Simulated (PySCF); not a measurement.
How methods differ on the excitation energy of Fe

Fe [Ar] 3d6 4s2 (5D) → Fe [Ar] 3d5 4s2 5s1 (7S), as a difference of total energies. All numbers are calculated (PySCF 2.14, no relativity, point nucleus, in aug-cc-pVDZ). Correlated levels: valence: [Ar] frozen. The calculations carry no spin-orbit coupling.

```tsv
method	excitation energy (eV)
UHF	6.464
MP2 (valence)	7.798
SCS-MP2 (valence)	7.868
CCSD (valence)	7.753
CCSD(T) (valence)	7.806
```

Q: How much does correlation contribute at CCSD(T) (valence)?

A: 7.806 − (6.464) = 1.342 eV, measured against UHF.

The promoted electron is Rydberg-like, and one or two diffuse shells describe it only roughly, which tends to raise the upper state.
